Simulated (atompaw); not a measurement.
## Plane-wave convergence, PAW (atompaw) potential for Lu (Z = 71)

lutetium (Lu), PAW, made with atompaw 4.2.0.5 (PBEsol, scalar-relativistic). Core [Kr] 4d10, reference 4f13 5s2 5p6 5d2 6s2 6p0. Waves: 5s (bound): rc 1.45 bohr; 6s (bound): rc 3.00 bohr; 5p (bound): rc 2.40 bohr; 6p (bound, empty): rc 2.70 bohr; 5d (bound): rc 3.00 bohr; 5d channel at 4.15 Ry: rc 3.00 bohr; 4f (bound): rc 0.90 bohr; 4f channel at 2.7 Ry: rc 0.90 bohr. Local part: troulliermartins scheme with l = 4 at 1 Ry, radius 2.05 bohr. Core correction: smooth core density matched at 2.15 bohr. Augmentation charge: besselshape compensation charge, radius 2.20 bohr; PAW radius 3.00 bohr; waves and projectors: custom rrkj vanderbiltortho.

The pseudo-atom Hamiltonian at the reference potential is diagonalised in spherical Bessel functions j_l(qr) that vanish at 20 bohr, with q² up to the cutoff. All-electron valence levels (Ry): 5s -4.7921, 6s -0.3699, 5p -2.5636, 6p -0.1003, 5d -0.2079, 4f -1.2354.

How do the lowest levels (Ry) of each channel move with the cutoff, and are there ghosts?

```
cutoff (Ry)     s #1     s #2     p #1     p #2     d #1     f #1  Σ f·Δε (mRy)
          8  -4.4559  -0.3699  -2.3880  -0.1001  -0.1966   0.1038       19156.2
         25  -4.7909  -0.3699  -2.5636  -0.1003  -0.2079   0.1038       17410.0
         50  -4.7919  -0.3699  -2.5636  -0.1003  -0.2079   0.1038       17407.6
        100  -4.7920  -0.3699  -2.5636  -0.1003  -0.2079  -0.7827        5882.8
        180  -4.7920  -0.3699  -2.5636  -0.1003  -0.2079  -1.2315          48.0
        400  -4.7920  -0.3699  -2.5636  -0.1003  -0.2079  -1.2352           0.0
```

Result: no extra level below or beside the all-electron valence levels (s, p, d, f tested); 10 mRy is reached at 260 Ry and 1 mRy at over 300 Ry.
